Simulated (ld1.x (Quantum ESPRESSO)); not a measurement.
Cutoff test, Ar, RRKJ

ld1.x (Quantum ESPRESSO) 7.5 input, shortened:

```
&input
   title='Ar', zed=18., rel=0, dft='PBESOL', iswitch=3,
   config='[Ne] 3s2 3p6'
 /
 &inputp
   pseudotype=2, tm=.false., lloc=0,
   nlcc=.true., rcore=1.00
 /
2
3P  2  1   6.00   0.00  1.10  1.10  0.0
3S  1  0   2.00   0.00  0.95  0.95  0.0
 &test
   configts(1)='3s2 3p6'
 /
```

The pseudo-atom Hamiltonian at the reference potential is diagonalised in spherical Bessel functions j_l(qr) that vanish at 20 bohr, with q² up to the cutoff. All-electron valence levels (Ry): 3p -0.7533, 3s -1.7621.

Problem. How do the lowest levels (Ry) of each channel move with the cutoff, and are there ghosts?

Solution.

```
cutoff (Ry)     p #1     s #1    d #1    d #2    f #1    f #2  Σ f·Δε (mRy)
          8  -0.6216  -1.5156  0.0778  0.1783  0.1203  0.2599        1283.6
         15  -0.7452  -1.6214  0.0778  0.1781  0.1203  0.2599         330.1
         21  -0.7507  -1.6893  0.0778  0.1780  0.1203  0.2599         161.6
         35  -0.7521  -1.7052  0.0778  0.1780  0.1203  0.2599         121.1
         45  -0.7531  -1.7133  0.0778  0.1780  0.1203  0.2599          99.0
         60  -0.7533  -1.7393  0.0778  0.1780  0.1203  0.2599          46.0
         90  -0.7533  -1.7568  0.0778  0.1780  0.1203  0.2599          10.7
        110  -0.7533  -1.7571  0.0778  0.1780  0.1203  0.2599          10.3
        160  -0.7533  -1.7610  0.0778  0.1780  0.1203  0.2599           2.2
        200  -0.7533  -1.7615  0.0778  0.1780  0.1203  0.2599           1.2
        300  -0.7534  -1.7620  0.0778  0.1780  0.1203  0.2599           0.2
        400  -0.7534  -1.7620  0.0778  0.1780  0.1203  0.2599           0.0
```

Result: no extra level below or beside the all-electron valence levels (p, s, d, f tested); 10 mRy is reached at 120 Ry and 1 mRy at 230 Ry.
